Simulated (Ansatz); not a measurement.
A structure relaxed at PBE-D4/def2-SVPD in Ansatz, charge -1, doublet:

| atom | x (Å) | y (Å) | z (Å) |
| --- | --- | --- | --- |
| Se1 | 0.077 | 1.449 | 0.830 |
| Te2 | 0.582 | -0.173 | -1.175 |
| Te3 | -1.180 | -2.530 | 0.902 |
| Te4 | -1.276 | -0.252 | 2.337 |
| Te5 | 1.797 | 1.506 | -2.895 |

(1) Give its formula.

(2) Summarise the bond lengths by kind (pairs closer than 1.2 times the sum of covalent radii, bridged metal pairs left out).

Answers

(1) the cluster Te4Se⁻.

(2) 2 × Se–Te 2.63 to 2.64 Å; 2 × Te–Te 2.69 Å.

In the def2 sets Te takes a core potential; there is no spin–orbit coupling. The relaxation made no stability test and no search for a lower SCF solution. Another isomer (doublet) lies 0.20 eV lower at PBE0-D4/def2-TZVPD; other spin states weren't run for this one.
